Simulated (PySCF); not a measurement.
C6H10PSi (charge -1).
Bonds: C1–C2, C2–C3, C3–C4 (aromatic), C4–C5 (aromatic), C5–P6 (aromatic), P6–C7 (aromatic), C7–Si8, C3–C7 (aromatic). Hydrogens: H9, H10, H11 on C1; H12, H13 on C2; H14 on C4; H15 on C5; H16, H17, H18 on Si8.

NICS is the negative of the GIAO shielding at a point without a nucleus: at the ring centre (0) and 1 Å above and below it (1); zz is the component along the ring normal. Level: GIAO PBE0/pcSseg-1 (PySCF, non-relativistic, gas phase) on the GFN2-xTB geometry, one conformer.

Ring bond lengths (Å), with Mayer bond orders in brackets: C3–C4 1.395 (1.38), C4–C5 1.382 (1.44), C5–P6 1.738 (1.33), P6–C7 1.774 (1.18), C7–C3 1.396 (1.45).

Q: What do the NICS probes read (ppm)?

A: 
| ring | type | NICS(0) | NICS(1), two faces | NICS(1)zz, two faces | rms pucker (Å) | centre to ring atoms, mean (Å) |
| --- | --- | --- | --- | --- | --- | --- |
| C3–C4–C5–P6–C7 | 5-membered ring with P; formal bonds all aromatic | -11.9 | -11.3 / -11.5 | -28.8 / -29.8 | 0.00 | 1.30 |

Q: What do they say, and how far can they be read as aromaticity?

A: 
- C3–C4–C5–P6–C7: mean NICS(1)zz -29.3 ppm, shielded.

Q: And the bond-length index? HOMA takes Krygowski's 1993 parameters.

A: 
- C3–C4–C5–P6–C7: HOMA 0.82; the largest term is that of P6–C7, α(R − Ropt)² = 0.68.

Q: At the first NICS(1) probe listed for ring C3–C4–C5–P6–C7, 1 Å off the ring, how large is the induced field along the normal in 1 T applied along it?

A: NICSzz × B0 = -28.8 ppm × 1 T = -29 μT, against the applied field.

Q: How shielded are the nuclei of the rings and their hydrogens (means over atoms taken as equivalent)?

A: 
| atoms | environment | σ isotropic (ppm) |
| --- | --- | --- |
| C3 | substituted aromatic carbon | 43.0 |
| C4 | aromatic CH carbon | 64.9 |
| C5 | aromatic CH carbon | 45.1 |
| P6 | phosphorus bonded to 2 C | 177.0 |
| C7 | substituted aromatic carbon | 72.7 |
| H14 | aromatic hydrogen | 24.90 |
| H15 | aromatic hydrogen | 24.55 |

The values belong to the conformer `[CH3:1][CH2:2][c:3]1[cH:4][cH:5][p-:6][c:7]1[SiH3:8]`: C1–C2–C3–C4 90°.
